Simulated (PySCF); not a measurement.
# `CC(C)c1cccs1`: 4 charge schemes on one density

Species: C7H10S.
Z-matrix (Å and degrees, GFN2-xTB geometry), rows numbered from 1:
```
C 
C   1  1.5303
C   2  1.5301  1  110.51
C   2  1.4946  1  110.43  3   122.65
C   4  1.3592  2  128.52  1   117.69
C   5  1.4148  4  113.38  2  -179.85
C   6  1.3547  5  112.50  4     0.07
S   7  1.7197  6  111.98  5    -0.02
H   1  1.0881  2  110.52  3   179.86
H   1  1.0881  2  110.07  3   -60.30
H   1  1.0875  2  110.31  3    59.68
H   2  1.0963  1  108.83  3  -119.60
H   3  1.0875  2  110.32  1   -59.49
H   3  1.0879  2  110.56  1  -179.73
H   3  1.0880  2  110.03  1    60.41
H   5  1.0761  4  123.19  2     0.19
H   6  1.0757  5  123.76  4  -179.92
H   7  1.0720  6  128.76  5  -179.94
```

Density: PBE0/pcSseg-1 (PySCF); schemes: Mulliken, IAO, Hirshfeld and ESP-fitted. One conformer (not necessarily the lowest) at the GFN2-xTB geometry, without solvent, vibrations or thermal averaging.

Question: For which atoms does the sign change between the 4 schemes (beyond +0.03 e in one, beyond −0.03 e in another)?

Answer: C2.

Question: Which atoms carry the lowest charge in the Mulliken, IAO, Hirshfeld and ESP-fitted schemes?

Answer: The schemes don't all agree: Mulliken C4 (-0.353); IAO C1 and C3 (-0.415); Hirshfeld C1 and C3 (-0.122); ESP-fitted C1 (-0.541).

Question: What partial charge does each atom carry?

Answer: In e:

```csv
atom,environment,Mulliken,IAO,Hirshfeld,ESP-fitted
C1,methyl carbon,-0.195,-0.415,-0.122,-0.541
C2,benzylic-type carbon,-0.285,-0.095,-0.021,+0.409
C3,methyl carbon,-0.195,-0.415,-0.122,-0.530
C4,substituted aromatic carbon,-0.353,-0.140,-0.015,-0.180
C5,aromatic CH carbon,-0.011,-0.201,-0.082,-0.064
C6,aromatic CH carbon,-0.047,-0.184,-0.078,-0.264
C7,aromatic CH next to a ring sulfur,-0.265,-0.322,-0.091,-0.201
S8,thiophene-type sulfur,+0.265,+0.303,+0.107,+0.021
H9,methyl hydrogen,+0.122,+0.146,+0.038,+0.130
H10,methyl hydrogen,+0.111,+0.137,+0.032,+0.153
H11,methyl hydrogen,+0.111,+0.138,+0.041,+0.139
H12,methine hydrogen,+0.114,+0.140,+0.045,+0.013
H13,methyl hydrogen,+0.111,+0.138,+0.041,+0.137
H14,methyl hydrogen,+0.122,+0.146,+0.038,+0.127
H15,methyl hydrogen,+0.112,+0.137,+0.032,+0.149
H16,aromatic hydrogen,+0.073,+0.156,+0.051,+0.121
H17,aromatic hydrogen,+0.088,+0.161,+0.053,+0.183
H18,aromatic hydrogen,+0.121,+0.172,+0.052,+0.197
```

Mean size of the charges over all atoms: ESP-fitted 0.198 e, IAO 0.197 e, Mulliken 0.150 e, Hirshfeld 0.059 e. Each set sums to the total charge, 0, to within 0.001 e. The IAO scheme counts the electrons in orthogonalised intrinsic atomic orbitals, a minimal basis polarised so that it spans the occupied orbitals exactly. The ESP scheme is a least-squares fit of atom-centred charges to the potential on four shells outside the van der Waals surface, with the total charge fixed.

Question: How many electrons does the Hirshfeld scheme count on C2?

Answer: Z − q = 6 − (-0.021) = 6.021.

Question: Sum the charges by element, for elements with more than one atom.

Answer: 
```tsv
element	atoms	Mulliken	IAO	Hirshfeld	ESP-fitted
C	7	-1.350	-1.773	-0.531	-1.370
H	10	+1.085	+1.470	+0.424	+1.350
```
